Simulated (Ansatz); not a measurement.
Input file for Ansatz (an electronic-structure program): R-r2SCAN/def2-TZVPP on H4Si2 (SMILES [SiH][SiH3]), atoms moved off the minimum.

Ansatz 0.2 input:
```yaml
crystal:
  periodic: [false, false, false]
  atoms:
    - {symbol: Si, position_ang: [-0.05649490, 1.13114789, 0.75436463]}
    - {symbol: H, position_ang: [-0.42360144, 1.82875770, -0.30366183]}
    - {symbol: Si, position_ang: [-0.10476861, -0.93652061, -0.75665146]}
    - {symbol: H, position_ang: [0.93077288, -0.68005427, -1.83898821]}
    - {symbol: H, position_ang: [-1.46157530, -1.06376359, -1.12828229]}
    - {symbol: H, position_ang: [0.44824157, -2.14900779, 0.13786847]}
basis:
  gaussian:
    orbitals: def2-TZVPP
hamiltonian:
  xc: {name: r2SCAN}
scf: {lower_state_search: off}
output: {forces: true}
```

The log:

```
WARN ansatz: RAYON_NUM_THREADS=4 ignored (pool sized by the plan → 4); use --threads N
Functional definition: r2SCAN
these checks for a lower state are left out or cut short: stability, starts, cluster_reference, orbital_swaps, neighbouring_geometries, increment
integrals: 0.05 GiB planned
812 factors; their error is unknown
mean field: 0.42 GiB planned
mean field evaluation 1: about -15815.1086 eV, gradient 1.6e1 eV
mean field evaluation 2: about -15815.4156 eV, gradient 1.3e1 eV
mean field evaluation 4: about -15816.0947 eV, gradient 7.8e-1 eV
mean field evaluation 8: about -15816.0612 eV, gradient 1.5e-1 eV
mean field evaluation 16: about -15816.0612 eV, gradient 1.5e-4 eV
mean field -15816.06124937 eV, -581.2295304031 hartree, gradient 9.1e-6 eV, S^2 0.000000; 0 other end points of the search recorded, 0 dependent functions left out
the calculation of the forces begins
reference -15816.06126141 eV, -581.2295308455 hartree; 16, 16 occupied and 124, 124 virtual orbitals, 812 factors
Total energy: -15816.06126141 eV, -581.2295308455 hartree
Atom 0 at    -0.056495     1.131148     0.754365 Å, force     1.347081    -3.482917     3.213914 eV/Å
Atom 1 at    -0.423601     1.828758    -0.303662 Å, force    -1.387565     2.710647    -3.921204 eV/Å
Atom 2 at    -0.104769    -0.936521    -0.756651 Å, force     2.735955     0.369544     2.393839 eV/Å
Atom 3 at     0.930773    -0.680054    -1.838988 Å, force    -0.615313    -0.206661     0.121640 eV/Å
Atom 4 at    -1.461575    -1.063764    -1.128282 Å, force    -1.323212    -0.411583    -0.710097 eV/Å
Atom 5 at     0.448242    -2.149008     0.137868 Å, force    -0.756946     1.020971    -1.098093 eV/Å
Dipole moment:    -0.084738     0.075261    -0.133902 e Å
Checks for a lower state left out: stability, starts, cluster_reference, orbital_swaps, neighbouring_geometries, increment
```

The run converged.

Cost: roughly 3 core-seconds.
